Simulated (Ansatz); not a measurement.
Energy profile

The step: SiF₂ + HF → SiF₂ + HF; bonds formed: Si1–F5, F2–H3; bonds broken: Si1–F2, H3–F5 (atoms numbered as in the saddle structure below).

```xyz
5
angstrom
Si -0.8911 -0.0112 0.5157
F 0.2575 -1.1458 -0.4378
H 0.4349 -0.1141 -0.9266
F 0.1829 0.3146 1.6590
F 0.0158 0.9564 -0.8103
```

Electronic energies by CCSD(T) at an estimated basis limit (MP2 extrapolated from triple and quadruple zeta, plus CCSD(T) − MP2 in triple zeta), on PBE0-D4/def2-TZVP structures; SiHF3, closed shell; no counterpoise correction. Program: Ansatz 0.2.0. Basis: def2-TZVPP and def2-QZVPP. Cores are frozen in the correlated methods. Extrapolation: Hartree–Fock as exp(−7.88 √X), correlation as X^−2.97.

Task: Give the profile in kJ/mol, counted from the separated reactants. (Judge from chemistry; the value comes from the calculation.)

Result: By the calculation:
| point | kJ/mol |
| --- | --- |
| separated: SiF2 (linked as [F][Si][F]; Si1, F2, F4; singlet) + HF (H3, F5; singlet) | 0.0 |
| start structure | -14.4 |
| saddle | 48.0 |
| end structure | -14.4 |
| separated: SiF2 (linked as [F][Si][F]; Si1, F4, F5; singlet) + HF (F2, H3; singlet) | 0.0 |

The T1 diagnostic stays at or below 0.015. The restricted Hartree–Fock reference is unstable towards an unrestricted one at one or more of these structures.

For scale, one of the runs: CCSD(T)/def2-TZVPP, 149 basis functions, launched by `ansatz run in.yaml --threads 2 --pin off --events-out ev --progress --plain --max-ram 4352MiB`. Hardware: 2 CPU threads of an Arm Neoverse V2, shared host. Wall time 26 s; peak host memory 1 GiB.
